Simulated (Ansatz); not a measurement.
Steps of a relaxation of `OC1CCCCC1` with RKS PBE0-D4/def2-TZVP.

```sh
$ ansatz run in.yaml --threads 2 --pin off --events-out ev --progress --plain --max-ram 32768MiB --backend cuda --devices 0, --max-vram 18GiB
```

```yaml
crystal:
  periodic: [false, false, false]
  atoms:
    - {symbol: O, position_ang: [-1.514930, -1.343720, 0.604890]}
    - {symbol: C, position_ang: [-0.165830, -1.334090, 0.182240]}
    - {symbol: C, position_ang: [0.643550, -0.544310, 1.212300]}
    - {symbol: C, position_ang: [0.254590, 0.930830, 1.198260]}
    - {symbol: C, position_ang: [0.445780, 1.524750, -0.193410]}
    - {symbol: C, position_ang: [-0.398280, 0.756820, -1.205040]}
    - {symbol: C, position_ang: [-0.003710, -0.717380, -1.211870]}
    - {symbol: H, position_ang: [-2.051270, -1.744280, -0.087080]}
    - {symbol: H, position_ang: [0.210250, -2.373410, 0.155060]}
    - {symbol: H, position_ang: [1.704610, -0.656220, 0.982020]}
    - {symbol: H, position_ang: [0.456150, -0.967620, 2.199570]}
    - {symbol: H, position_ang: [0.857400, 1.475470, 1.927510]}
    - {symbol: H, position_ang: [-0.793610, 1.016820, 1.487860]}
    - {symbol: H, position_ang: [1.499720, 1.464280, -0.476720]}
    - {symbol: H, position_ang: [0.157530, 2.577870, -0.192030]}
    - {symbol: H, position_ang: [-0.270620, 1.177640, -2.204830]}
    - {symbol: H, position_ang: [-1.451820, 0.844800, -0.930960]}
    - {symbol: H, position_ang: [-0.618900, -1.268060, -1.930160]}
    - {symbol: H, position_ang: [1.039410, -0.820190, -1.517610]}
basis:
  gaussian: {orbitals: def2-TZVP}
hamiltonian: {xc: pbe0, dispersion: d4}
relax: {f_tol: 0.005, max_steps: 150}
```

Positions (Å) and forces (eV/Å) along the path, 6 of 7 steps:

```xyz
19
step=1 energy=-8458.8185 eV
O    -1.515   -1.344    0.605   -0.173    0.072    0.003
C    -0.166   -1.334    0.182    0.520   -0.183   -0.190
C     0.644   -0.544    1.212   -0.580    0.039   -0.146
C     0.255    0.931    1.198    0.326   -0.113   -0.202
C     0.446    1.525   -0.193   -0.432   -0.118    0.133
C    -0.398    0.757   -1.205    0.381   -0.084   -0.006
C    -0.004   -0.717   -1.212   -0.375    0.153    0.374
H    -2.051   -1.744   -0.087    0.098    0.031    0.083
H     0.210   -2.373    0.155   -0.014    0.157    0.012
H     1.705   -0.656    0.982    0.096   -0.053    0.007
H     0.456   -0.968    2.200    0.085   -0.101    0.082
H     0.857    1.475    1.928   -0.035    0.051    0.094
H    -0.794    1.017    1.488   -0.064    0.080    0.085
H     1.500    1.464   -0.477    0.124    0.062   -0.039
H     0.158    2.578   -0.192    0.072    0.092   -0.027
H    -0.271    1.178   -2.205   -0.077    0.034   -0.054
H    -1.452    0.845   -0.931   -0.081    0.045   -0.055
H    -0.619   -1.268   -1.930    0.042   -0.100   -0.068
H     1.039   -0.820   -1.518    0.087   -0.066   -0.083
19
step=3 energy=-8458.8399 eV
O    -1.512   -1.347    0.608   -0.054    0.001    0.013
C    -0.160   -1.336    0.178    0.060    0.023   -0.012
C     0.626   -0.548    1.212    0.003    0.005   -0.019
C     0.262    0.931    1.202   -0.021   -0.010   -0.001
C     0.430    1.531   -0.188    0.021   -0.018   -0.006
C    -0.386    0.759   -1.216   -0.020   -0.009    0.016
C    -0.017   -0.718   -1.208    0.010    0.012    0.016
H    -2.043   -1.771   -0.071    0.005   -0.010    0.000
H     0.225   -2.366    0.151   -0.010   -0.014    0.000
H     1.693   -0.669    0.990   -0.002    0.004    0.008
H     0.451   -0.986    2.199    0.000    0.004   -0.003
H     0.877    1.470    1.929    0.005    0.002   -0.003
H    -0.779    1.043    1.521    0.013    0.001    0.000
H     1.491    1.498   -0.472   -0.010    0.004    0.003
H     0.141    2.586   -0.186   -0.007   -0.001    0.001
H    -0.242    1.176   -2.217    0.008    0.004    0.000
H    -1.451    0.865   -0.979    0.012    0.000   -0.008
H    -0.630   -1.278   -1.924   -0.004    0.005   -0.001
H     1.024   -0.842   -1.532   -0.008   -0.001   -0.004
19
step=4 energy=-8458.8401 eV
O    -1.514   -1.348    0.608   -0.018    0.007    0.009
C    -0.160   -1.336    0.178    0.015    0.005   -0.008
C     0.626   -0.547    1.212    0.009   -0.008    0.006
C     0.263    0.931    1.202   -0.009    0.003    0.005
C     0.430    1.531   -0.187    0.011    0.009   -0.003
C    -0.385    0.760   -1.216   -0.011    0.002    0.000
C    -0.018   -0.717   -1.207    0.007   -0.007   -0.010
H    -2.042   -1.780   -0.068    0.006   -0.007    0.000
H     0.224   -2.366    0.151   -0.004   -0.003    0.000
H     1.693   -0.669    0.992   -0.004    0.001    0.000
H     0.449   -0.985    2.198   -0.002    0.001   -0.001
H     0.879    1.470    1.928    0.002   -0.002   -0.003
H    -0.777    1.045    1.523    0.003   -0.001   -0.002
H     1.491    1.501   -0.471   -0.005   -0.001    0.002
H     0.139    2.585   -0.185   -0.003   -0.001    0.001
H    -0.237    1.177   -2.217    0.004   -0.001    0.001
H    -1.450    0.868   -0.983    0.004   -0.001    0.000
H    -0.633   -1.276   -1.923   -0.002    0.002    0.002
H     1.022   -0.843   -1.534   -0.003    0.001    0.001
19
step=5 energy=-8458.8402 eV
O    -1.516   -1.345    0.607    0.040    0.018    0.017
C    -0.160   -1.335    0.178   -0.001    0.007    0.006
C     0.626   -0.547    1.212   -0.004   -0.006    0.002
C     0.263    0.931    1.202    0.001    0.003   -0.001
C     0.431    1.531   -0.187   -0.001   -0.001    0.000
C    -0.385    0.761   -1.217    0.001    0.002    0.001
C    -0.018   -0.717   -1.208   -0.001   -0.001   -0.001
H    -2.038   -1.788   -0.065   -0.037   -0.023   -0.023
H     0.221   -2.366    0.151    0.000    0.001    0.001
H     1.693   -0.669    0.991    0.000    0.000    0.000
H     0.450   -0.985    2.198    0.000    0.001   -0.002
H     0.879    1.470    1.928    0.000    0.000    0.000
H    -0.778    1.045    1.523    0.000    0.000    0.000
H     1.491    1.502   -0.470    0.000    0.001    0.000
H     0.139    2.586   -0.184    0.000    0.000    0.000
H    -0.235    1.177   -2.217    0.001    0.000    0.000
H    -1.449    0.869   -0.985    0.000   -0.001    0.000
H    -0.635   -1.275   -1.923    0.002    0.001   -0.001
H     1.021   -0.844   -1.535   -0.001   -0.001   -0.001
19
step=6 energy=-8458.8402 eV
O    -1.515   -1.345    0.607    0.007    0.002   -0.009
C    -0.160   -1.335    0.178   -0.005   -0.005    0.004
C     0.626   -0.547    1.212    0.001    0.000    0.000
C     0.263    0.931    1.202    0.002    0.002    0.002
C     0.431    1.532   -0.187   -0.001   -0.001    0.000
C    -0.384    0.761   -1.217    0.001    0.002   -0.003
C    -0.018   -0.717   -1.208   -0.001    0.000    0.001
H    -2.039   -1.791   -0.063   -0.004   -0.001    0.004
H     0.221   -2.366    0.151    0.001    0.000   -0.001
H     1.693   -0.669    0.992    0.000    0.001   -0.001
H     0.449   -0.985    2.198   -0.001    0.000   -0.001
H     0.880    1.469    1.928    0.000    0.000    0.000
H    -0.777    1.045    1.523   -0.001    0.000    0.000
H     1.491    1.503   -0.470    0.001    0.000    0.000
H     0.138    2.586   -0.184    0.000    0.000    0.000
H    -0.234    1.177   -2.217   -0.001    0.000    0.000
H    -1.449    0.869   -0.986    0.000   -0.001    0.001
H    -0.635   -1.274   -1.923    0.000    0.000    0.001
H     1.021   -0.844   -1.536    0.001    0.000    0.001
19
step=7 energy=-8458.8402 eV
O    -1.516   -1.344    0.606   -0.001    0.000    0.001
C    -0.161   -1.334    0.177    0.003    0.001   -0.001
C     0.625   -0.547    1.211    0.000    0.000    0.001
C     0.263    0.932    1.202   -0.001    0.000    0.000
C     0.431    1.532   -0.187   -0.001    0.000    0.000
C    -0.384    0.761   -1.217    0.001   -0.001    0.000
C    -0.018   -0.716   -1.209    0.001    0.000   -0.001
H    -2.039   -1.796   -0.060    0.000    0.000    0.000
H     0.220   -2.366    0.151   -0.001    0.000    0.000
H     1.692   -0.669    0.991    0.000    0.000    0.000
H     0.448   -0.985    2.198    0.000    0.000    0.000
H     0.880    1.469    1.928    0.000    0.000    0.000
H    -0.777    1.046    1.523    0.000    0.000    0.000
H     1.492    1.502   -0.470    0.000    0.000    0.000
H     0.139    2.586   -0.184    0.000    0.000    0.000
H    -0.234    1.178   -2.217    0.000    0.000    0.000
H    -1.449    0.869   -0.986    0.000    0.000    0.000
H    -0.634   -1.274   -1.924    0.000    0.000    0.000
H     1.022   -0.843   -1.535    0.000    0.000   -0.001
```

It took 20 s on 2 threads of an AMD EPYC 7R13 on a shared host and a share of an NVIDIA H100 80 GB, with 0.91 GiB of host memory at the peak.
